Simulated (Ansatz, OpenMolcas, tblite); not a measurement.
## C2H6AlF (SMILES [CH3][Al]([CH3])[F]): methods side by side

C2H6AlF: 10 atoms, total charge 0, spin state singlet. SMILES: `[CH3][Al]([CH3])[F]`. The coordinates come from a PBE0-D4/def2-TZVP relaxation.

```xyz
10

C    -0.5667    1.4126   -0.8585
Al   -0.2886   -0.4453   -0.3643
C     0.7947   -1.0931    1.1122
F    -1.0473   -1.6006   -1.2813
H    -1.1844    1.5171   -1.7529
H    -1.0540    1.9634   -0.0468
H     0.3871    1.9173   -1.0438
H     0.1894   -1.6767    1.8132
H     1.2698   -0.2838    1.6720
H     1.5832   -1.7623    0.7534
```

Quantity: the vertical energy of the triplet above the singlet, in eV. The values are calculated.

```json
{"level": "GFN1-xTB", "kind": "semi-empirical", "program": "tblite", "value (eV)": "4.80", "less CCSD(T)/def2-SVP": "-1.52", "CPU time (all runs)": "under 2 s"}
{"level": "SVWN5/def2-SVP", "kind": "LDA", "program": "OpenMolcas", "value (eV)": "5.55", "less CCSD(T)/def2-SVP": "-0.77", "CPU time (all runs)": "59 s"}
{"level": "M06-L/def2-SVP", "kind": "meta-GGA", "program": "OpenMolcas", "value (eV)": "5.91", "less CCSD(T)/def2-SVP": "-0.41", "CPU time (all runs)": "2.1 min"}
{"level": "M06-2X/def2-SVP", "kind": "hybrid meta-GGA", "program": "OpenMolcas", "value (eV)": "6.07", "less CCSD(T)/def2-SVP": "-0.25", "CPU time (all runs)": "2.2 min"}
{"level": "wB97X/def2-SVP", "kind": "range-separated hybrid", "program": "Ansatz", "value (eV)": "6.41", "less CCSD(T)/def2-SVP": "+0.09", "CPU time (all runs)": "1.7 min"}
{"level": "B2PLYP/def2-SVP", "kind": "double hybrid", "program": "Ansatz", "value (eV)": "6.12", "less CCSD(T)/def2-SVP": "-0.20", "CPU time (all runs)": "41 s"}
{"level": "RPA@PBE0/def2-SVP", "kind": "RPA", "program": "Ansatz", "value (eV)": "6.01", "less CCSD(T)/def2-SVP": "-0.31", "CPU time (all runs)": "41 s"}
{"level": "MP2/def2-SVP", "kind": "perturbation theory", "program": "Ansatz", "value (eV)": "6.73", "less CCSD(T)/def2-SVP": "+0.41", "CPU time (all runs)": "34 s"}
{"level": "CCSD(T)/def2-SVP, open shells restricted", "kind": "coupled cluster or CI", "program": "OpenMolcas", "value (eV)": "6.32", "less CCSD(T)/def2-SVP": "0.00", "CPU time (all runs)": "3.4 min"}
```

Differences are taken from CCSD(T)/def2-SVP, open shells restricted for orientation; it has basis-set and higher-order errors of its own. The values span 4.80 to 6.73 eV. A triplet this far above the singlet is often a Rydberg-like or dissociative state; sets without diffuse functions put Rydberg states too high. CPU times are rough (shared hosts, several kinds of processor and program).
